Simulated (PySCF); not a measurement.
An unknown shows these calculated signals:

¹H NMR (300 MHz, computed): δ 5.17 (s, 1H), 4.83 (s, 6H), 2.24 (s, 3H).

¹³C{¹H} NMR (computed): δ 174.4 (C), 164.7 (C), 85.1 (CH), 13.9 (CH3).

PySCF calculation with PBE0-D3(BJ)/def2-SVP structure and shielding tensors at PBE0/pcSseg-1 (GIAO); non-relativistic Hamiltonian, no solvent model, rapidly exchanging positions averaged, one conformer.

Scale: ¹H (σref 31.27) and ¹³C (σref 184.41) vs TMS (reference shieldings calculated alike).

Q: Which of these does the molecule contain: an N-methyl group, a heteroaromatic ring, a three-membered ring, a Si–H bond, an OH group?

A: 
- An N-methyl group: no.
- A heteroaromatic ring: yes.
- A three-membered ring: no.
- A Si–H bond: yes (δH 4.83 (s)).
- An OH group: no.

The data belong to `C1(C)=NOC(N([SiH3])[SiH3])=C1`, C$_{4}$H$_{10}$N$_{2}$OSi$_{2}$; they needn't prove each group on their own.

Carbon signals by region: 2 in the far downfield region (above 160 ppm), 1 at 50–100 ppm, 1 below 50 ppm. Above 160 ppm: 174.4, aromatic carbon bearing nitrogen, 164.7, substituted aromatic carbon next to a ring nitrogen.

Shifts are as computed. Against solution values, carbons near 30 ppm lie about +2 ppm off and those near 130 ppm about +5 ppm. Of 1211 compounds with measured shifts, 218 miss one by over three times the rms of a fit or turn the order of signals round; such compounds aren't used in these exercises. No couplings were computed; multiplicities are counted from neighbouring protons, with m where these are inequivalent, close in shift, in a saturated or five-membered ring or joined by F or P, and br s for small geminal =CH2 splittings.
